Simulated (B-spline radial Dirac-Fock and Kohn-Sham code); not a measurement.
## Two-hole binding energies of Fe⁵⁺

System: Fe⁵⁺ in the configuration [Ar] 3d3.

Model: Dirac-Fock (average of configuration) total-energy differences with a finite nucleus, the Breit interaction including its frequency dependence, and self-energy and vacuum-polarisation corrections. Program: a radial atomic solver. U is the two-hole binding energy less the two single-hole energies, the effective repulsion of the holes after relaxation. Each two-hole energy is an average over J within one jj subconfiguration.

```csv
holes,E(a) (eV),E(b) (eV),E(ab) (eV),U (eV)
1s⁻²,7219.2,7219.2,14816.2,377.7
1s⁻¹ 2p1/2⁻¹,7219.2,831.5,8155.9,105.1
1s⁻¹ 2p3/2⁻¹,7219.2,819.4,8141.6,103.0
1s⁻¹ 3p1/2⁻¹,7219.2,155.0,7409.1,34.8
1s⁻¹ 3p3/2⁻¹,7219.2,153.3,7407.1,34.5
2s⁻¹ 2p1/2⁻¹,959.2,831.5,1854.0,63.3
2s⁻¹ 2p3/2⁻¹,959.2,819.4,1841.5,63.0
2s⁻¹ 3p1/2⁻¹,959.2,155.0,1145.9,31.7
2s⁻¹ 3p3/2⁻¹,959.2,153.3,1144.0,31.5
2p1/2⁻¹ 3s⁻¹,831.5,196.0,?,?
2p3/2⁻¹ 3s⁻¹,819.4,196.0,1047.6,32.3
3p1/2⁻²,155.0,155.0,337.2,27.1
3p1/2⁻¹ 3p3/2⁻¹,155.0,153.3,333.8,25.4
3p3/2⁻²,153.3,153.3,332.5,25.8
```

Question: Give the missing two-hole energy and U.

Answer: E(ab) = 1059.8 eV and U = 32.3 eV.

Values without a named source are computed, but for edge energies of neutral atoms, which are taken from tables.
